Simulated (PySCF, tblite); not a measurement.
Calculations on `CN[P+]1(C)CC=CC1`, in the order of a workflow; each names the level of the geometry that it ran on. Settings lines and outputs come from a driver script.

C₆H₁₃NP (charge +1).
Atom-mapped SMILES: `[CH3:1][NH:2][P+:3]1([CH3:4])[CH2:5][CH:6]=[CH:7][CH2:8]1` (hydrogens: H9, H10, H11 on C1; H12 on N2; H13, H14, H15 on C4; H16, H17 on C5; H18 on C6; H19 on C7; H20, H21 on C8)

Step 1: GFN2-xTB geometry optimisation, gas phase (tblite 0.8.0) (from a force-field or distance-geometry start)
```json
{"job": {"kind": "relax", "xc": "GFN2-xTB", "basis": "xTB"}, "charge": 1, "multiplicity": 1}
```
```
step      E/eV     max force
  0    -666.59407    1.696
  1    -666.66721    1.071
  2    -666.69939    0.556
...
 59    -666.79635    0.017
 60    -666.79638    0.027
 61    -666.79641    0.012
 62    -666.79645    0.010
 63    -666.79650    0.009
```

Energy lowered by 4.7 kcal/mol over 63 steps; largest atomic force 0.009 eV/Å at the end. «max force» is the largest atomic force in eV/Å.

The run took 0.53 s of wall time on one thread, Intel Xeon Platinum 8488C (x86_64), shared host with 96 logical CPUs at a one-minute load of 38.

Step 2: GFN2-xTB harmonic vibrations, gas phase (tblite 0.8.0) (on the GFN2-xTB geometry)
```json
{"job": {"kind": "ir", "xc": "GFN2-xTB", "basis": "xTB"}, "charge": 1, "multiplicity": 1}
```
```
(table of modes left out)
```

57 modes from -11 to 3335 cm⁻¹ (unscaled, harmonic, a negative number standing for an imaginary wavenumber); zero-point energy 110.9 kcal/mol from the real modes; the lowest is imaginary at this level.

Hardware: one thread, Intel Xeon Platinum 8488C (x86_64), on a shared host. Cost: 0.94 s of wall time.

Step 3: PBE0-D3(BJ)/def2-SVP geometry optimisation, gas phase (PySCF 2.14.0) (from the GFN2-xTB geometry)
```json
{"job": {"xc": "PBE0", "basis": "def2-SVP", "d3": "d3bj", "grid": 1, "shake": 0.01, "kind": "geom"}, "charge": 1, "multiplicity": 1}
```
```
step   0  E = -631.56081472  max force = 0.056801
step   1  E = -631.56720155  max force = 0.008909
step   2  E = -631.56840244  max force = 0.003433
step   3  E = -631.56861971  max force = 0.001112
...
step  14  E = -631.56903517  max force = 0.000449
step  15  E = -631.56905356  max force = 0.000615
step  16  E = -631.56907154  max force = 0.000506
step  17  E = -631.56907539  max force = 0.000352
optimisation converged
```

Final energy -631.56908 Eh after 17 steps. Energies in Eh; «max force» is the largest Cartesian gradient component in Eh/bohr.

Time: 4.5 min of wall time; peak memory 0.75 GiB. Hardware: one thread, Intel Xeon Platinum 8488C (x86_64), no GPU, on a shared host.

Step 4: TDDFT CAM-B3LYP/def2-SVPD, vertical, gas phase, core orbitals frozen in the response (PySCF 2.14.0, density-fitted response routines) (on the PBE0-D3(BJ)/def2-SVP geometry)
```json
{"job": {"kind": "uv", "xc": "CAM-B3LYP", "basis": "def2-SVPD", "ip": true, "dynamic": false}, "charge": 1, "multiplicity": 1}
```
```
...
Static polarisability (au): isotropic 91.143, principal 82.351 89.951 101.128
Singlet excitations
state   eV       nm        f      main configurations
  1   7.0196    176.6   0.09992   H->L 0.56, H-1->L 0.23
  2   7.0673    175.4   0.06546   H->L 0.37, H-1->L 0.33, H-1->L+1 0.11
  3   7.4263    167.0   0.01045   H->L+1 0.51, H->L+3 0.36
  4   7.5112    165.1   0.01118   H->L+2 0.73, H->L+3 0.10
  5   7.5821    163.5   0.01485   H-1->L+2 0.31, H-1->L+1 0.24, H-1->L 0.20
  6   7.7781    159.4   0.01827   H-1->L+1 0.34, H-1->L+2 0.30, H-1->L+4 0.19
  7   7.8829    157.3   0.03917   H->L+3 0.38, H->L+1 0.32, H->L+4 0.11
  8   8.0259    154.5   0.00097   H-1->L+3 0.67, H-1->L+6 0.09
  9   8.2862    149.6   0.02352   H->L+4 0.45, H->L+6 0.14
 10   8.3426    148.6   0.01579   H-1->L+4 0.31, H-1->L+6 0.14, H-1->L+2 0.11
Triplet excitations (Tamm-Dancoff, eV): 4.2812 6.6439 7.2155 7.2783
Vertical ionisation energy (delta-SCF) = 13.7509 eV
Vertical electron affinity (delta-SCF) = 2.3623 eV
```

HOMO -12.98 eV, LUMO -3.02 eV; lowest singlet 7.02 eV; lowest triplet 4.28 eV (Tamm–Dancoff); mean polarisability 91.1 au.

Hardware: Intel Xeon Platinum 8488C, one thread, shared host. Cost: 6.5 min of wall time, 1.3 GiB resident at most.

Geometry of the electronic-property runs (PBE0-D3(BJ)/def2-SVP):
```
atom  x, y, z in Å
C1     2.2584   -1.3115    0.4094
N2     1.0516   -0.6673    0.9168
P3     0.1105    0.3469    0.0134
C4     1.1394    1.6491   -0.6580
C5    -1.2600    0.8919    1.0716
C6    -2.3871   -0.0015    0.6181
C7    -2.2143   -0.6736   -0.5268
C8    -0.9144   -0.4658   -1.2610
H9     2.9101   -0.5717   -0.0755
H10    2.0526   -2.1278   -0.3026
H11    2.8192   -1.7233    1.2584
H12    0.5349   -1.2131    1.6030
H13    0.5023    2.3731   -1.1861
H14    1.6740    2.1504    0.1616
H15    1.8659    1.2364   -1.3728
H16   -1.4723    1.9622    0.8989
H17   -0.9932    0.7889    2.1358
H18   -3.3017   -0.0644    1.2128
H19   -2.9759   -1.3376   -0.9430
H20   -0.4474   -1.4005   -1.6111
H21   -1.0321    0.1871   -2.1443
```

 (This holds for the electronic-property runs.)

One conformer stands for the species.
